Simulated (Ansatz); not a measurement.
Cost and result for the atomization energy of CH7BSi2, SMILES `B1[SiH2]C[SiH2]1` (11 atoms, 11 bonds).

```xyz
11

B    -1.515   -0.450   -0.244
Si    0.048   -0.995    0.928
C     0.941    0.609    0.437
Si   -0.148    0.771   -1.113
H    -2.684   -0.659   -0.313
H     0.715   -2.166    0.282
H    -0.079   -1.279    2.387
H     2.024    0.588    0.315
H     0.687    1.402    1.147
H    -0.461    2.154   -1.577
H     0.472    0.026   -2.250
```

The species carries charge 0 and has multiplicity 1. All single points use the PBE0-D4/def2-TZVP geometry. Program: Ansatz. All runs use 2 threads of an Arm Neoverse V2 on a shared host. Times are those of one run each, without the atoms' runs, and a repeat can differ threefold. Electronic energies, without spin–orbit coupling; frozen cores. CCSD(T)/CBS adds CCSD(T) − MP2 in def2-TZVPP to the MP2 limit, and its time is that of the two runs behind it. T1 = 0.013. HSE06 is the plane-wave form, built on full-range PBE exchange.

CCSD(T)/CBS is a level of theory with its own doubt, some kJ/mol a heavy atom from the limit and from the frozen cores, so smaller differences don't rank the functionals.

```
                           level  functions  wall time  atomization (kJ/mol)  difference from CCSD(T)/CBS  per bond
 PBE-D4/def2-TZVPP (with forces)        244      3.9 s                3631.1                         23.6       2.1
                CCSD(T)/def2-SVP         99      3.9 s                3400.2                       -207.3     -18.8
              PBE0-D4/def2-TZVPP        244      4.5 s                3617.7                         10.2       0.9
             HSE06-D4/def2-TZVPP        244      4.6 s                3619.1                         11.6       1.1
           r2SCANh-D4/def2-TZVPP        244      7.5 s                3623.9                         16.4       1.5
               B2PLYP/def2-TZVPP        244        8 s                3564.4                        -43.1      -3.9
             PBE-QIDH/def2-TZVPP        244      8.5 s                3601.5                         -6.0      -0.5
              ωB97X-V/def2-TZVPP        244       13 s                3644.6                         37.1       3.4
               B97M-V/def2-TZVPP        244       15 s                3653.3                         45.8       4.2
ωB97M-V/def2-TZVPP (with forces)        244       18 s                3625.3                         17.8       1.6
                  MP2/def2-QZVPP        464       35 s                3578.6                        -28.9      -2.6
              CCSD(T)/def2-TZVPP        244      8 min                3521.3                        -86.2      -7.8
               CCSD(T)/CBS(def2)          –    8.5 min                3607.5                          0.0       0.0
```

From PBE to PBE0 (25 % exact exchange), in def2-TZVPP and without D4, the atomization energy moves by −9.5 kJ/mol: exact exchange takes away binding that semilocal exchange gives to molecules. At CCSD(T), def2-SVP lies −207.3 kJ/mol from the extrapolated value and def2-TZVPP −86.2 kJ/mol: correlation converges slowly with the basis, and small sets miss more of it in the bonded molecule than in its fragments. The D4 term adds +41.1 kJ/mol with B3LYP and +21.3 kJ/mol with PBE0; it sums over pairs of atoms, weighted by their polarisabilities, and B3LYP, whose exchange is more repulsive, gets the larger term.

B3LYP here is the variant with VWN-RPA as its local correlation; programs differ in this.
